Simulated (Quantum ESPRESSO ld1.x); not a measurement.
Task: The aim is the arsenic ion As3+ in [Ar] 3d10 4s2. This ld1.x (Quantum ESPRESSO 7.5) run was made with `OMP_NUM_THREADS=1 ld1.x < ld1.in > ld1.out`. Can the result be used? Name any fault.

```
 &input
    zed=33.0,
    iswitch=1,
    rel=1,
    lsd=1,
    dft='PW',
    config='[Ar] 3d10 4s2',
    verbosity='high',
    rmax=3.0,
    prefix='ld1',
    max_out_wfc=37,
    file_charge='ld1.rho',
 /
```

Output (excerpt):

```
     Program LD1 v.7.5 starts

     --------------------------- All-electron run ----------------------------

     scalar relativistic calculation

     atomic number is 33.00
     dft =PW   lsd =1 sic =0 latt =0  beta=0.20 tr2=1.0E-14
     Exchange-correlation= PW
                           (   1   4   0   0   0   0   0)
     mesh =1575 r(mesh) =   2.99066 a.u. xmin = -8.00 dx = 0.00800
     1 Ry =  13.60569312 eV, c = 137.03599908

     n l     nl                  e(Ry)          e(Ha)          e(eV)
     1 0     1S 1( 1.00)    -862.363502863    -431.181751431 -11733.0531804
     2 0     2S 1( 1.00)    -111.579734550     -55.789867275  -1518.1196270
     2 1     2P 1( 3.00)     -98.254621458     -49.127310729  -1336.8222275
     3 0     3S 1( 1.00)     -16.398342510      -8.199171255   -223.1108159
     3 1     3P 1( 3.00)     -12.275319027      -6.137659513   -167.0142237
     3 2     3D 1( 5.00)      -5.465700207      -2.732850104    -74.3646397
     4 0     4S 1( 1.00)      -3.236540980      -1.618270490    -44.0353834
     1 0     1S 2( 1.00)    -862.363502863    -431.181751431 -11733.0531804
     2 0     2S 2( 1.00)    -111.579734550     -55.789867275  -1518.1196270
     2 1     2P 2( 3.00)     -98.254621458     -49.127310729  -1336.8222275
     3 0     3S 2( 1.00)     -16.398342510      -8.199171255   -223.1108159
     3 1     3P 2( 3.00)     -12.275319027      -6.137659513   -167.0142237
     3 2     3D 2( 5.00)      -5.465700207      -2.732850104    -74.3646397
     4 0     4S 2( 1.00)      -3.236540980      -1.618270490    -44.0353834

     final scf error:  7.7E-15 reached in  32 iterations

     Etot =   -4511.378395 Ry,   -2255.689198 Ha,  -61380.430008 eV
     Total magnetization:    0.00 Bohr mag.

     Ekin =    4597.530133 Ry,    2298.765066 Ha,   62552.584111 eV
     Encl =  -10807.772678 Ry,   -5403.886339 Ha, -147047.238398 eV
     Eh   =    1858.124468 Ry,     929.062234 Ha,   25281.071292 eV
     Exc  =    -159.260318 Ry,     -79.630159 Ha,   -2166.847014 eV
```

Result: No (inaccurate). The line at issue: rmax=3.0. The mesh cuts the orbital tails; the run ends without a warning, but the energy is off by +0.02424 hartree against the default mesh. The sound input gives -2255.7134 hartree.
